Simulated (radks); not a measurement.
Values are calculated unless marked as measured or tabulated.
Problem. Radial electron density D(r) = 4 pi r^2 rho(r) of an atom or ion with 47 electrons. Level of theory: scalar-relativistic Kohn-Sham, PBE, spin-polarised, spherical densities, finite nucleus; Fermi nuclear charge, rms radius of each element as measured or else 0.836 A^(1/3) + 0.57 fm (a radial shooting solver on a logarithmic mesh with Libxc functionals).

r (bohr)  D(r) (e/bohr)   spin D(r)
0.002272          9.953     0.00590
0.002603          12.27     0.00724
0.002958          14.87     0.00873
0.003389          18.13      0.0106
0.003883          21.94      0.0127
0.004449          26.33      0.0151
0.005097          31.32      0.0177
0.005839          36.85      0.0205
0.006637          42.46      0.0232
0.007604          48.72      0.0259
0.008711          55.04      0.0282
0.009981          61.09      0.0298
0.01143           66.49      0.0304
0.0131            70.82      0.0295
0.01489           73.56      0.0271
0.01706           74.79      0.0228
0.01954           74.24      0.0168
0.02239           72.19     0.00998
0.02565           69.31     0.00358
0.02916           66.78   -0.000328
0.0334            65.46  -0.0000831
0.03827           66.67     0.00662
0.04384           71.05      0.0205
0.05023           78.25      0.0399
0.05755           86.78      0.0602
0.06541           93.85      0.0734
0.07494           97.81      0.0737
0.08585           96.42      0.0561
0.09836           89.92      0.0254
0.1127            80.93    -0.00322
0.1291            73.61    -0.00851
0.1467            71.46      0.0208
0.1681            74.87      0.0819
0.1926            80.97       0.141
0.2207            83.93       0.154
0.2528            78.90       0.104
0.2873            66.43      0.0304
0.3292            49.43   -0.000424
0.3771            35.45      0.0750
0.4321            29.21       0.227
0.495             30.15       0.332
0.5672            33.41       0.278
0.6446            33.92       0.105
0.7385            29.78     -0.0301
0.8461            22.27      0.0800
0.9694            14.34       0.456
1.111             8.171       0.891
1.272             4.296        1.12
1.446             2.252        1.03
1.657             1.081       0.723
1.898            0.4671       0.386
2.175            0.1681       0.154
2.491           0.04656      0.0448
2.854          0.009298     0.00915
3.244          0.001441     0.00143
3.717         0.0001306    0.000130

What is the nuclear charge?

Solution. Z = 57. The innermost maximum, from 1s, lies near gamma/Z bohr with gamma = sqrt(1 - (Z/c)^2) = 0.909, here 0.016 bohr (found: 0.0175), and its height grows with Z. The density is that of the lanthanum ion La10+ in [Kr] 4d10 5s1; the configuration itself is not fixed sharply by these data, and Z only to a few units. D(r) has 4 maxima, at r = 0.0175, 0.0774, 0.219, 0.614 bohr, and minima at 0.0337, 0.144, 0.450 bohr, inside which lie 1.96, 11.18, 28.96 electrons.
